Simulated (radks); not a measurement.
Results of a calculation; reference values are marked as such.
Task: These are the eigenvalues of the occupied orbitals of an atom or ion with whole-number occupations (hartree). Level of theory: Dirac Kohn-Sham, relativistic LDA (MacDonald-Vosko exchange, VWN5 correlation), spin-unpolarised, spherical densities, finite nucleus; Fermi nuclear charge, rms radius of each element as measured or else 0.836 A^(1/3) + 0.57 fm (a radial shooting solver on a logarithmic mesh with Libxc functionals).

orbital  eigenvalue
1s1/2     -2567.075
2s1/2     -472.9209
2p1/2     -454.1951
2p3/2     -405.1664
3s1/2     -136.6650
3p1/2     -128.2888
3p3/2     -117.5986
3d3/2     -103.4003
3d5/2     -101.0691
4s1/2     -53.55737
4p1/2     -50.00687
4p3/2     -47.03219
4d3/2     -41.16385
4d5/2     -40.55096

Which element is it, and in what charge state? The configuration may be excited. Open shells, if any, fill j = l - 1/2 first.

Result: Z = 74, tungsten, charge +28: W28+ in [Kr] 4d10. The list shows which subshells hold electrons but not how many an open one holds; the 1s level, -2567.1 hartree, gives Z - s = 71.7 by -(Z - s)^2/2, which with screening and relativity narrows Z to a few neighbours, and the depths of the outer levels then fix element, charge and occupations together.
